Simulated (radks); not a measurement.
Numerical settings for neutral nickel, [Ar] 3d8 4s2. Calculated with a radial shooting solver on a logarithmic mesh with Libxc functionals: non-relativistic Kohn-Sham, r2SCAN, spin-polarised, spherical densities, point nucleus; open shells are filled with parallel spins first; meta-GGA in the generalised Kohn-Sham scheme. The defaults (mesh step 0.008 in ln r, mesh end at 40 bohr or more with all orbitals vanishing there, Anderson mixing 0.5 over 9 steps, residual threshold near 1e-9 with the energy settled to 1e-9 hartree or 1e-11 of itself, here a cap of 91 iterations) give E = -1508.215 hartree and 4s at -5.584 eV in 22 iterations. Run on one thread of a shared host, so times are rough (Intel(R) Xeon(R) 6975P-C): 0.22 s of CPU time, 0.22 s wall, 22 iterations on 2669 mesh points. Changes against that run (0 stands for a change within the tolerance of the run):

setting,iterations,converged,E (mhartree),e(4s) (meV),CPU (s)
mesh step in ln r 0.05,28,yes,-0.504,0,0.06
mesh step in ln r 0.08,17,no,diverged,-,0.06
mesh step in ln r 0.012,21,yes,0,+0.0157,0.16
mesh end (bohr) 8,12,yes,+2,+110,0.11
mesh end (bohr) 12,14,yes,+0.0124,+1.31,0.13
residual threshold 0.1,11,yes,0,+0.241,0.11
residual threshold 1e-05,13,yes,0,+0.00352,0.16
mixing 0.01,13,no,diverged,-,0.31
"linear mixing, mixing 0.05",91,no,+0.0101,+3.89,0.71
"linear mixing, mixing 1",91,no,+3.73e+04,-2.81e+05,2.9
mixing history 3,91,no,0,+0.00872,0.63
iteration cap 5,5,no,+0.281,+77.4,0.07

Settings that end as converged yet miss the energy by more than 1 mhartree: mesh end (bohr) 8 (+0.002 hartree). A mesh that ends early acts as a hard wall.
